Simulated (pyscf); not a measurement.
# `[O]=[Ta]([OH])([OH])[Cl]`, singlet

Gas-phase minimum from PySCF at ωB97X-D3(BJ)/def2-SVP, one conformer. 

```
Ta
O 1 1.7120
O 1 1.8954 2 107.87
H 3 0.9620 1 135.49 2 -2.51
O 1 1.8956 2 107.86 3 118.53
H 5 0.9620 1 135.56 2 3.05
Cl 1 2.3232 2 108.27 5 120.86
```
Charge 0, spin multiplicity 1.

Properties at ωB97X-D3(BJ)/def2-SVP:

```
Property                                                                                                                                                                                          Result
---------------------------------------------------------------------------------------------------------------------  ---------------------------------------------------------------------------------
Harmonic wavenumbers, unscaled                                                                                         132, 154, 186, 223, 228, 385, 395, 410, 487, 505, 743, 747, 1037, 3954, 3959 cm⁻¹
Zero-point energy                                                                                                                                                                          19.4 kcal/mol
Rotational symmetry number                                                                                                                                                                             1
Entropy of this conformer at 298 K and 1 atm, rigid rotor and harmonic oscillator, modes under 100 cm⁻¹ raised to 100                                                                    363.7 J/(mol K)
Dipole moment                                                                                                                                                                                     2.72 D
```

Single-point totals, which compare only within one level:

```json
[
 {"level": "ωB97X-D3(BJ)/def2-TZVP", "total energy (hartree)": "-744.54601"},
 {"level": "PBE/def2-TZVP", "total energy (hartree)": "-744.10075"},
 {"level": "r²SCAN/def2-TZVP", "total energy (hartree)": "-744.38102"},
 {"level": "B3LYP-D3(BJ)/def2-TZVP", "total energy (hartree)": "-744.52583"},
 {"level": "PBE0-D3(BJ)/def2-TZVP", "total energy (hartree)": "-744.07939"},
 {"level": "M06-2X/def2-TZVP", "total energy (hartree)": "-744.26673"},
 {"level": "ωB97M-D3(BJ)/def2-TZVP", "total energy (hartree)": "-744.53347"}
]
```

Soft torsions are taken as harmonic, which can shift the entropy by several J/(mol K). Elements past Kr carry the def2 core potentials, without spin-orbit coupling.
